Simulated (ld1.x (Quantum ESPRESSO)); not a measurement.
## Zr (Z = 40): excitation energies, all-electron against TM semilocal

```json
{
  "Element": "Zr (Z = 40)",
  "Generator": "ld1.x (Quantum ESPRESSO) 7.5",
  "Type": "norm-conserving Troullier–Martins (semilocal form)",
  "Functional": "LDA (PZ)",
  "Relativity": "scalar-relativistic",
  "Frozen core": "[Kr]",
  "Valence charge": "4",
  "Reference configuration": "4d2 5s1.5 5p0 (charge +0.5)",
  "Partial waves": "5s (bound): rc 2.90 bohr; 5p (bound, empty): rc 4.05 bohr; 4d (bound): rc 1.80 bohr",
  "Local potential": "the d channel",
  "Core correction": "none"
}
```

Energies are relative to the spin-unpolarised reference configuration 4d2 5s1.5 5p0; without spin polarisation the order of configurations can differ from experiment. Spin-polarised rows fill each open shell by Hund’s rule, majority spin first.

Problem. Give the all-electron excitation energy and the error of the potential for: 4d2 5s2 5p0; 4d2 5s1 5p0; 4d2 5s0 5p0; 4d2 5s1 5p1; 4d2 5s0 5p2; 4d1 5s2 5p0; 4d2 5s0 5p1; 4d2 5s1.5 5p0 (spin-polarised); 4d2 5s2 5p0 (spin-polarised).

Solution.

```json
{"valence configuration": "4d2 5s2 5p0", "charge": "0", "ΔE all-electron (eV)": "-2.971", "error AE − PS (meV)": "+3.1"}
{"valence configuration": "4d2 5s1 5p0", "charge": "+1", "ΔE all-electron (eV)": "4.381", "error AE − PS (meV)": "+4.1"}
{"valence configuration": "4d2 5s0 5p0", "charge": "+2", "ΔE all-electron (eV)": "17.622", "error AE − PS (meV)": "+70"}
{"valence configuration": "4d2 5s1 5p1", "charge": "0", "ΔE all-electron (eV)": "0.146", "error AE − PS (meV)": "-0.1"}
{"valence configuration": "4d2 5s0 5p2", "charge": "0", "ΔE all-electron (eV)": "3.424", "error AE − PS (meV)": "+4.7"}
{"valence configuration": "4d1 5s2 5p0", "charge": "+1", "ΔE all-electron (eV)": "4.850", "error AE − PS (meV)": "+35"}
{"valence configuration": "4d2 5s0 5p1", "charge": "+1", "ΔE all-electron (eV)": "8.193", "error AE − PS (meV)": "+19"}
{"valence configuration": "4d2 5s1.5 5p0 (spin-polarised)", "charge": "+0.5", "ΔE all-electron (eV)": "-0.700", "error AE − PS (meV)": "+937"}
{"valence configuration": "4d2 5s2 5p0 (spin-polarised)", "charge": "0", "ΔE all-electron (eV)": "-3.455", "error AE − PS (meV)": "+800"}
```

Levels in the configuration 4d1 5s2 5p0:

```tsv
level	all-electron (eV)	pseudo (eV)
4d	-12.264	-12.143
5s	-11.254	-11.233
```
